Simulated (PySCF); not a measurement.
# What a mistake does to a calculation on BFH3OSi cation

Calculated results; nothing here was measured. The program is PySCF 2.14.0, an open-source quantum chemistry code, run on an isolated molecule that a program drew, which may never have been made. The molecule is BFH3OSi cation (charge +1, singlet), drawn as the SMILES string `BO[SiH+]F`.

Each row is a Hartree-Fock (HF) and frozen-core CCSD(T) single point in the cc-pV(D+d)Z basis, meant for a local HF minimum. Run 1 is clean. Each other run has one planted mistake out of seven kinds, and not every kind appears here: one electron removed, one electron added, multiplicity raised by two, geometry at a saddle point, minimal basis STO-3G, one bond length entered in bohr, all coordinates scaled. The reference is restricted for singlets and unrestricted otherwise, and also for a bond in bohr. Adding or removing an electron swaps singlet and doublet. Electrons count all cores. HOMO and LUMO are orbital energies over both spins, the gradient is its largest component, and the lowest frequency (negative if imaginary) is given only where the gradient is small. Bond lengths are over the 6 bonds as drawn. T1 is the CCSD diagnostic: over 0.02 (restricted) or 0.045 (unrestricted) a single reference is doubtful.

Geometry of the clean run:
```xyz
7
BFH3OSi cation, angstrom
B    -1.9583   -0.7130    0.4434
O    -0.8762    0.2127    0.5065
Si    0.4042    1.0467    0.5715
F     1.7784    0.3318    0.5824
H    -2.3227   -1.0061   -0.6444
H    -2.3813   -1.0828    1.4857
H     0.4169    2.4904    0.6248
```

```
run,electrons,basis functions,<S^2>,HOMO (eV),LUMO (eV),gradient (hartree/bohr),lowest frequency (cm^-1),mean bond (Å),longest bond (Å),T1,HF (hartree),CCSD(T) (hartree),mistake
1,38,80,0.000,-18.23,-4.50,1.4e-05,102,1.3862,1.549,0.0159,-489.50071,-490.06476,no fault
2,38,80,0.972,-17.38,-5.71,2.4e-02,-,1.6159,2.927,0.0219,-489.34248,-489.85874,one bond length entered in bohr
3,37,80,0.778,-27.05,-16.06,1.3e-01,-,1.3862,1.549,0.0265,-488.87154,-489.42027,one electron removed
4,38,80,0.000,-17.68,-5.03,8.1e-02,-,1.5165,1.695,0.0205,-489.44359,-490.02690,?
```

**Which mistake was planted in run 4, and what did it cost?**

The mean and the longest bond both change by the same factor, 1.094, and the gradient is no longer small. So the mistake is: all coordinates scaled. Subtracting run 1 and multiplying by 627.51 kcal/mol a hartree, the energy moved by 35.8 kcal/mol in HF and 23.8 kcal/mol in CCSD(T).

Cautions from the logs. Run 4: T1 is over the limit, so its CCSD(T) energy is less reliable.
